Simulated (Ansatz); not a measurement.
Basis-set extrapolation for C₂H₉NSi, SMILES `CNC[SiH3]` (PBE0-D4/def2-TZVP geometry, frozen core, the Gaussian-basis code of Ansatz). Multiplicity 1, RHF reference.

```tsv
	def2-TZVPP	def2-QZVPP
HF	-424.399651	-424.415538
MP2 correlation	-0.698797	-0.745257
CCSD(T) correlation	-0.779844	not run
```

Energies in hartree. Use E(X) = E(∞) + A·exp(−7.88·√X) for Hartree–Fock and E(X) = E(∞) + B·X^(−2.97) for correlation, with X = 3 and 4, and add CCSD(T) minus MP2 of the smaller set to the MP2 limit.

Problem. What is the CCSD(T) energy at the basis-set limit?

Solution. HF limit: -424.415538 + (-0.015887) × 0.13774 = -424.41773. MP2 limit: -0.745257 + (-0.046460) × 0.74074 = -0.77967. Higher-order term: -0.779844 − (-0.698797) = -0.08105. Total: -425.27845 hartree, 259.8 kJ/mol below CCSD(T)/def2-TZVPP.
